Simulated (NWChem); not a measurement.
System: CH₃FO₃Si; SMILES O=C([Si@H](O)F)O

Output (shortened):

```
             Northwest Computational Chemistry Package (NWChem) 7.3.0
             --------------------------------------------------------

                             Geometry "geometry" -> ""
                             -------------------------

 Output coordinates in angstroms (scale by  1.889725989 to convert to a.u.)

  No.       Tag          Charge          X              Y              Z
 ---- ---------------- ---------- -------------- -------------- --------------
    1 O                    8.0000     1.14286600    -1.35177700     0.58119100
    2 C                    6.0000     0.11156200    -1.03947900     0.00152300
    3 O                    8.0000    -0.83254400    -1.92894900    -0.36179200
    4 Si                  14.0000    -0.20489300     0.82341800    -0.39307900
    5 O                    8.0000     1.28808000     1.48972200    -0.12583700
    6 F                    9.0000    -1.31967800     1.35435000     0.67989500
    7 H                    1.0000    -0.51513600    -2.81543100    -0.06321900
    8 H                    1.0000    -0.70491300     1.15455700    -1.75437100
    9 H                    1.0000     1.83102600     0.86820100     0.40457600

 Effective nuclear repulsion energy (a.u.)     308.5620504163

                                 NWChem DFT Module
                                 -----------------

 Summary of "ao basis" -> "ao basis" (spherical)
 ------------------------------------------------------------------------------
       Tag                 Description            Shells   Functions and Types
 ---------------- ------------------------------  ------  ---------------------
 O                          def2-svp                 6       14   3s2p1d
 C                          def2-svp                 6       14   3s2p1d
 Si                         def2-svp                 8       18   4s3p1d
 F                          def2-svp                 6       14   3s2p1d
 H                          def2-svp                 3        5   2s1p

 in cosmo_initialize ...
 calling solv_data for solv:dioxane

 solvent parameters
 solvname_short: dioxane
 solvname_long:  1,4-dioxane
 dielec:        2.2099
 dielecinf:     2.0232
 nonaqueous SMD model solvent descriptors
 dielec:        2.2099
 sola:          0.0000
 solb:          0.6400
 solc:          0.0000
 solg:         47.1400
 solh:          0.0000
 soln:          1.4224

          ---------------
          -cosmo- solvent
          ---------------
 Cosmo: York-Karplus, doi: 10.1021/jp992097l
 dielectric constant -eps-     =   2.21
 screen = (eps-1)/(eps    )    =   0.54749
 surface charge correction     = lagrangian

   van der Waals surface
 --------------------------

 ---------- ATOMIC COORDINATES (A.U.) ------------ VDWR(ANG.) --
     1    2.15970358   -2.55448813    1.09829174     2.294
     2    0.21082161   -1.96433048    0.00287805     1.850
     3   -1.57328003   -3.64518506   -0.68368774     2.294
     4   -0.38719163    1.55603439   -0.74281160     2.470
     5    2.43411825    2.81516638   -0.23779745     2.294
     6   -2.49382981    2.55935039    1.28481525     1.730
     7   -0.97346589   -5.32039313   -0.11946659     1.200
     8   -1.33209242    2.18179637   -3.31528047     1.200
     9    3.46013742    1.64066199    0.76453778     1.200
 number of segments per atom =        128
 number of   points per atom =        128
 atom (   nspa,  nppa )
 ----------------------
    1 (     72,     0 )       0
    2 (      2,     0 )       0
    3 (     83,     0 )       0
    4 (     48,     0 )       0
    5 (     75,     0 )       0
    6 (     67,     0 )       0
    7 (      4,     0 )       0
    8 (     33,     0 )       0
    9 (      0,     0 )       0
 number of -cosmo- surface points =      384
 molecular surface =    157.288 angstrom**2
 molecular volume  =    154.241 angstrom**3
 -lineq- algorithm             =   0
 -bem- low  level              =   3
 -bem- from -octahedral-
 gaussian surface charge width =   4.50000
 degree of switching           =   1.00000
 switching function tolerance  =   0.00010
 atomic radii =
 --------------
    1  8.000  2.294
    2  6.000  1.850
    3  8.000  2.294
    4 14.000  2.470
    5  8.000  2.294
    6  9.000  1.730
    7  1.000  1.200
    8  1.000  1.200
    9  1.000  1.200
 ...... end of -cosmo- initialization ......

[...]

                                COSMO-SMD solvation results
                                ---------------------------

             internal energy in gas <Psi(g)|H|Psi(g)> =      -654.164732305143
         internal energy in solvent <Psi(s)|H|Psi(s)> =      -654.164576290190
                               delta internal energy  =         0.000156014953 (    0.10 kcal/mol)
   total free energy in solvent <Psi(s)|H+V/2|Psi(s)> =      -654.168834410111
 polarization energy contribution <Psi(s)|V/2|Psi(s)> =        -0.004258119921 (   -2.67 kcal/mol)
    total free energy in solvent including G(SMD-CDS) =      -654.171068460568
                       G(SMD-CDS) energy contribution =        -0.002234050456 (   -1.40 kcal/mol)
     1 M fixed-concentration free energy of solvation =        -0.006336155425 (   -3.98 kcal/mol)

                       DFT Final Molecular Orbital Analysis
                       ------------------------------------

 Vector   26  Occ=2.000000D+00  E=-3.610405D-01
              MO Center=  5.2D-01,  1.5D-02, -8.5D-02, r^2= 4.2D+00
   Bfn.  Coefficient  Atom+Function         Bfn.  Coefficient  Atom+Function
  ----- ------------  ---------------      ----- ------------  ---------------
    66      0.363560  5 O  pz                34     -0.290889  3 O  pz
    69      0.264591  5 O  pz                 6      0.242658  1 O  pz
    37     -0.224739  3 O  pz                 9      0.179241  1 O  pz
    65      0.180060  5 O  py                32      0.147486  3 O  px
    68      0.141974  5 O  py                 4     -0.130609  1 O  px

 Vector   27  Occ=2.000000D+00  E=-3.529640D-01
              MO Center=  5.8D-01, -2.4D-01, -4.2D-03, r^2= 4.0D+00
   Bfn.  Coefficient  Atom+Function         Bfn.  Coefficient  Atom+Function
  ----- ------------  ---------------      ----- ------------  ---------------
    66      0.337314  5 O  pz                 6     -0.298204  1 O  pz
    34      0.296903  3 O  pz                69      0.248887  5 O  pz
    37      0.229023  3 O  pz                 9     -0.213499  1 O  pz
    65      0.190425  5 O  py                 4      0.156635  1 O  px
    32     -0.153845  3 O  px                68      0.142206  5 O  py

 Vector   28  Occ=2.000000D+00  E=-3.026447D-01
              MO Center=  5.2D-01, -9.4D-01,  1.9D-01, r^2= 2.6D+00
   Bfn.  Coefficient  Atom+Function         Bfn.  Coefficient  Atom+Function
  ----- ------------  ---------------      ----- ------------  ---------------
     5      0.507871  1 O  py                 8      0.382310  1 O  py
    51      0.187748  4 Si py                17     -0.183654  2 C  s
    31      0.177193  3 O  s                 19     -0.171548  2 C  py
    32      0.163898  3 O  px                94      0.131213  8 H  s
    35      0.124784  3 O  px                45     -0.120411  4 Si s

 Vector   29  Occ=0.000000D+00  E=-3.989749D-02
              MO Center=  1.9D-01, -7.4D-01, -2.1D-02, r^2= 2.5D+00
   Bfn.  Coefficient  Atom+Function         Bfn.  Coefficient  Atom+Function
  ----- ------------  ---------------      ----- ------------  ---------------
    20      0.399150  2 C  pz                23      0.386380  2 C  pz
     9     -0.326073  1 O  pz                 6     -0.314454  1 O  pz
    55      0.248144  4 Si pz                53     -0.219021  4 Si px
    37     -0.211542  3 O  pz                18     -0.209109  2 C  px
    34     -0.209542  3 O  pz                21     -0.172124  2 C  px

 Vector   30  Occ=0.000000D+00  E= 4.457453D-02
              MO Center=  1.5D-01,  6.1D-01, -2.4D-01, r^2= 4.8D+00
   Bfn.  Coefficient  Atom+Function         Bfn.  Coefficient  Atom+Function
  ----- ------------  ---------------      ----- ------------  ---------------
    54      0.735894  4 Si py                63     -0.703286  5 O  s
    17      0.579827  2 C  s                 53      0.502104  4 Si px
   100      0.449384  9 H  s                 90     -0.345523  7 H  s
     3     -0.231393  1 O  s                 31      0.196989  3 O  s
    62     -0.175397  5 O  s                 50      0.160080  4 Si px

 Vector   31  Occ=0.000000D+00  E= 6.460762D-02
              MO Center= -2.2D-01, -1.8D+00, -5.8D-02, r^2= 6.3D+00
   Bfn.  Coefficient  Atom+Function         Bfn.  Coefficient  Atom+Function
  ----- ------------  ---------------      ----- ------------  ---------------
    90      1.112262  7 H  s                 31     -0.611343  3 O  s
   100      0.421736  9 H  s                 54      0.383120  4 Si py
    46      0.356114  4 Si s                 95     -0.348797  8 H  s
    53     -0.345522  4 Si px                36      0.319516  3 O  py
    63     -0.248429  5 O  s                 33      0.201145  3 O  py

     Multipole analysis of the density
     ---------------------------------

     L   x y z        total         alpha         beta         nuclear
     -   - - -        -----         -----         ----         -------
     0   0 0 0     -0.000000    -28.000000    -28.000000     56.000000

     1   1 0 0     -0.060386      0.610461      0.610461     -1.281308
     1   0 1 0     -0.884727     -2.671695     -2.671695      4.458663
     1   0 0 1     -0.374692     -0.150089     -0.150089     -0.074514

     2   2 0 0    -32.227822   -104.888185   -104.888185    177.548549
     2   1 1 0      1.316237      2.582981      2.582981     -3.849724
     2   1 0 1      0.657869     -2.331801     -2.331801      5.321472
     2   0 2 0    -27.769165   -200.716378   -200.716378    373.663591
     2   0 1 1     -0.243223     -0.208053     -0.208053      0.172882
     2   0 0 2    -29.773008    -38.893111    -38.893111     48.013214
```

Level: PBE0/def2-SVP, SMD on the gas-phase geometry. Structure relaxed at the PBE-D3(BJ)/def2-SVP level. Solvent: 1,4-dioxane.

Problem. Write an input that gives this output.

Solution. Several could match; the one computed here: the input that was run:
```
start job
memory heap 200 mb stack 900 mb global 1100 mb
geometry units angstroms noautosym nocenter noautoz
  O      1.142866    -1.351777     0.581191
  C      0.111562    -1.039479     0.001523
  O     -0.832544    -1.928949    -0.361792
  Si    -0.204893     0.823418    -0.393079
  O      1.288080     1.489722    -0.125837
  F     -1.319678     1.354350     0.679895
  H     -0.515136    -2.815431    -0.063219
  H     -0.704913     1.154557    -1.754371
  H      1.831026     0.868201     0.404576
end
basis spherical
  * library def2-svp
end
dft
  xc pbe0
  iterations 150
end
cosmo
  do_cosmo_smd true
  solvent dioxane
end
task dft energy
```
